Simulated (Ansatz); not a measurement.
Ansatz (a program for electronic structure) input (B2GP-PLYP/def2-TZVPD):

Ansatz 0.2 input:
```yaml
crystal:
  periodic: [false, false, false]
  atoms:
    - {symbol: Si, position_ang: [-0.24507858, -0.01370956, -0.19547957]}
    - {symbol: Br, position_ang: [0.09214517, -1.75793710, 1.13531399]}
    - {symbol: Br, position_ang: [-0.01203455, 1.83282145, 1.01409672]}
    - {symbol: Br, position_ang: [1.19928679, -0.02780393, -1.85434430]}
    - {symbol: O, position_ang: [-1.71810254, -0.07854398, -0.85005228]}
    - {symbol: C, position_ang: [-2.95994866, -0.09072614, -0.14361848]}
    - {symbol: H, position_ang: [-3.75185067, -0.13881752, -0.88760820]}
    - {symbol: H, position_ang: [-3.01988068, -0.96288761, 0.50963224]}
    - {symbol: H, position_ang: [-3.07156556, 0.81853304, 0.44949483]}
basis:
  gaussian:
    orbitals: def2-TZVPD
hamiltonian:
  xc: {name: B2GP-PLYP}
magnetization: {spin_polarized: false}
correlation: {electrons: outside_noble_gas}
```

End of the output:

```
integrals: 1.04 GiB planned
2064 factors; integrals over basis functions are off by at most 1.1e-3 eV
0.42 GiB of the device are held for the grids
2.46 GiB of device memory are held for the factors and their scratch space
mean field: 3.25 GiB planned
mean field evaluation 1: about -221088.4372 eV, gradient 4.1e1 eV
mean field evaluation 2: about -221088.6080 eV, gradient 4.1e1 eV
mean field evaluation 4: about -221091.7631 eV, gradient 4.2e0 eV
mean field evaluation 8: about -221091.8063 eV, gradient 4.2e-1 eV
mean field evaluation 16: about -221091.8067 eV, gradient 1.1e-4 eV
mean field -221091.80670590 eV, -8124.9740350328 hartree, gradient 9.8e-6 eV, S^2 0.000000; 0 other end points of the search recorded, 0 dependent functions left out
49 core orbitals not correlated
reference -221091.80685895 eV, -8124.9740406572 hartree; 19, 19 occupied and 250, 250 virtual orbitals, 2064 factors
second order -31.29230185 eV of doubles, -0.00000000 eV of singles
Total energy: -221103.07208762 eV, -8125.3880301748 hartree
```
